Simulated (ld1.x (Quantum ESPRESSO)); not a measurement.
**Mo (Z = 42): excitation energies, all-electron against PAW**

* Element: Mo
* Generator: ld1.x (Quantum ESPRESSO) 7.5
* Type: PAW
* Functional: PBE
* Relativity: scalar-relativistic
* Frozen core: [Kr]
* Valence charge: 6
* Reference configuration: 4d5 5s0.5 5p0 (charge +0.5)
* Partial waves: 5s (bound): rcut 2.15, rcutus 2.80 bohr; 5s channel at 0.1 Ry: rcut 2.15, rcutus 2.80 bohr; 5p (bound, empty): rcut 2.30, rcutus 3.05 bohr; 5p channel at 0.15 Ry: rcut 2.30, rcutus 3.05 bohr; 4d (bound): rcut 1.90, rcutus 2.50 bohr; 4d channel at -0.15 Ry: rcut 1.90, rcutus 2.50 bohr
* Local potential: all-electron potential smoothed inside 2.05 bohr (lloc = -2)
* Core correction: Bessel-smoothed model core, default radius (core density twice the valence density)
* Augmentation charge: PSQ, radius 2.15 bohr

Energies are relative to the spin-unpolarised reference configuration 4d5 5s0.5 5p0; without spin polarisation the order of configurations can differ from experiment.

```json
{"valence configuration": "4d5 5s0 5p0", "charge": "+1", "ΔE all-electron (eV)": "4.163", "error AE − PS (meV)": "-1.6"}
{"valence configuration": "4d4 5s0 5p0", "charge": "+2", "ΔE all-electron (eV)": "19.625", "error AE − PS (meV)": "-80"}
{"valence configuration": "4d4 5s2 5p0", "charge": "0", "ΔE all-electron (eV)": "-2.528", "error AE − PS (meV)": "-47"}
{"valence configuration": "4d4 5s1 5p0", "charge": "+1", "ΔE all-electron (eV)": "5.337", "error AE − PS (meV)": "-49"}
{"valence configuration": "4d5.5 5s0.5 5p0", "charge": "0", "ΔE all-electron (eV)": "-2.447", "error AE − PS (meV)": "-4.1"}
{"valence configuration": "4d2 5s0 5p0", "charge": "+4", "ΔE all-electron (eV)": "85.873", "error AE − PS (meV)": "-1617"}
```

(1) What are ΔE and the potential's error for 4d5 5s1 5p0?

Levels in the configuration 4d5.5 5s0.5 5p0:

| level | all-electron (eV) | pseudo (eV) |
| --- | --- | --- |
| 4d | -2.967 | -2.956 |
| 5s | -3.744 | -3.751 |

Results:

(1) ΔE = -2.727 eV all-electron; the error (AE − PS) is -0.1 meV.
